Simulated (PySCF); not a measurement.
**Field gradients at the hydrogen positions**

Species: C6H8F3N.
Z-matrix (Å and degrees, GFN2-xTB geometry), rows numbered from 1:
```
C 
N   1  1.4257
C   2  1.2551  1  120.56
C   3  1.4709  2  120.06  1  -179.95
C   4  1.5104  3  120.23  2  -150.94
C   5  1.4921  4   60.38  3  -109.01
F   6  1.3699  4  116.52  5   107.25
C   6  1.5138  4  122.92  5  -111.93
F   8  1.3535  6  111.46  4    72.52
F   8  1.3544  6  112.09  4   -45.86
H   1  1.0981  2  113.66  3    -0.55
H   1  1.0905  2  107.96  3   121.16
H   1  1.0906  2  108.11  3  -122.66
H   3  1.0999  2  123.43  1     0.59
H   4  1.0824  3  113.66  2    -3.23
H   5  1.0796  4  118.36  6   107.41
H   5  1.0786  4  118.06  6  -106.72
H   8  1.1009  6  110.97  4  -166.57
```

Level: PBE0/pcSseg-1 (PySCF, non-relativistic); Q(2H) = 0.00286 b; rigid geometry, the same for H and D, with no vibrational averaging.

Question: Rank these positions by the coupling χzz of a deuteron there, largest first.
A. H13 (methyl hydrogen)
B. H15 (methine hydrogen)
C. H14 (hydrogen on a C=N carbon)
D. H17 (methylene hydrogen)
E. H18 (methine hydrogen)
F. H11 (methyl hydrogen)

Answer: D (222 kHz), B (214 kHz), A (205 kHz), F (195 kHz), C (189 kHz), E (179 kHz).

Give the electric field gradient Vzz (the principal value of largest size), its asymmetry and the 2H coupling at each hydrogen.

```
atom  bonded to  bond length (Å)  Vzz (au)     η  χzz (kHz)
 H11         C1            1.098    0.2897  0.07        195
 H12         C1            1.091    0.3055  0.04        205
 H13         C1            1.091    0.3056  0.04        205
 H14         C3            1.100    0.2815  0.08        189
 H15         C4            1.082    0.3185  0.06        214
 H16         C5            1.080    0.3256  0.07        219
 H17         C5            1.079    0.3306  0.06        222
 H18         C8            1.101    0.2657  0.03        179
```

How does χzz go with the bond length over the 8 C–H bonds?

A straight-line fit has a slope of -16.2 kHz for each 0.01 Å, with a correlation coefficient of -0.97, over lengths from 1.079 to 1.101 Å. The longer bonds have the smaller couplings here.

A static deuteron (I = 1) shows a doublet split by (3/2)χ, (3/4)χ(1 + η) and (3/4)χ(1 − η) with the field along z, y and x of the gradient. What are these for H13?

With |χ| = 205.4 kHz and η = 0.043: 308, 161 and 147 kHz, to first order and without motion.

One conformer (not necessarily the lowest) at the GFN2-xTB geometry, without solvent, vibrations or thermal averaging. GFN2-xTB bond lengths can be off by several hundredths of an ångström, more for odd bonds, and the gradients follow them. A larger basis could move these couplings by a tenth or more.

These values come from a run that also computed NMR shieldings. Cost: about 2.3 min of CPU time on one thread (grids of density and orbitals included); the machine was shared, so the figure is rough.
